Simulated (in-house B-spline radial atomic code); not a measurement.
Atomic self-consistent-field run: In IX (In8+). Method: Dirac-Kohn-Sham B3LYP, spherical fractional occupations, Fermi nucleus of rms radius 4.6156 fm. Calculated with a B-spline radial code for spherical atoms.

Command:
```bash
python run_scf.py task.json out
```
Settings (nuclear radius in fm, mass in u):
```
Z                49
configuration    [Kr] 4d5
hamiltonian      dirac
method           b3lyp
spin_polarised   False
nucleus          fermi
rms_radius       4.6156
atomic_mass      114.90388
speed_of_light   137.035999084
```

Output (hartree, bohr):
```
 radial grid: 65 intervals, B-splines of order 8, outer radius 11.954 bohr

 iter        energy (Eh)    residual
    1       -5850.105824    9.49e-01
    2       -5860.817281    4.12e-01
    3       -5863.809756    1.09e-01
    4       -5864.024624    3.03e-02
    5       -5864.037309    1.31e-02
    6       -5864.040925    1.48e-03
    7       -5864.040953    4.30e-05
    8       -5864.040953    1.54e-06
    9       -5864.040953    3.32e-08

 total energy                     -5864.04095
 kinetic                            6162.2868
 electron-nucleus                 -14016.6202
 Hartree                            2145.4633
 exact exchange                      -30.3281
 exchange-correlation               -124.8427

 first-order corrections (not in the total)
   Gaunt                             4.5961
   retardation                      -0.4685
   frequency dependence             -0.0380
   self-energy                       3.1108
   Uehling                          -0.3989
   Wichmann-Kroll                    0.0079
   recoil                            0.0192

 orbital      occ     eigenvalue          <r>       <r^2>       <1/r>       <r^4>       r_max    small
 1s1/2      2.000     -1027.3070    0.0297134  0.00119461     51.8541 3.71943e-06     0.01922  3.23e-02
 2s1/2      2.000      -159.0108     0.128079   0.0193998     12.0048 0.000649544      0.1087  6.82e-03
 2p1/2      2.000      -148.5801     0.108459   0.0144568     11.9799  0.00042078     0.08385  6.84e-03
 2p3/2      4.000      -140.8210     0.113723   0.0157652     11.1909 0.000491157     0.08827  6.54e-03
 3s1/2      2.000       -34.6865     0.347605     0.13828     4.23724   0.0292182      0.3153  1.96e-03
 3p1/2      2.000       -30.4707     0.338636    0.133296      4.1443   0.0285015      0.3017  1.91e-03
 3p3/2      4.000       -29.0556     0.349607    0.141852     3.95224    0.032159      0.3118  1.83e-03
 3d3/2      4.000       -21.6167     0.321172     0.12256     3.79424    0.027783       0.256  1.71e-03
 3d5/2      6.000       -21.3269     0.324672    0.125095     3.74456   0.0288585      0.2589  1.69e-03
 4s1/2      2.000        -9.4794     0.820582    0.758465     1.69921    0.834641      0.7594  5.54e-04
 4p1/2      2.000        -8.0243      0.85745    0.833821      1.6003     1.03345      0.7833  5.04e-04
 4p3/2      4.000        -7.7470      0.88104    0.879836     1.54378     1.14856      0.8053  4.83e-04
 4d3/2      2.000        -5.3396     0.987151     1.12227     1.33288     1.99131      0.8686  3.77e-04
 4d5/2      3.000        -5.2953     0.995252     1.14037     1.31965     2.05388      0.8761  3.72e-04
```

Run time, properties included: 2.6 s on 1 thread of Arm Neoverse N1, on a shared host.

For the Dirac Hamiltonian the kinetic term is c α·p + (β - 1)c².

Caution: exact exchange at fractional occupations of open shells leaves self-interaction of up to several eV.
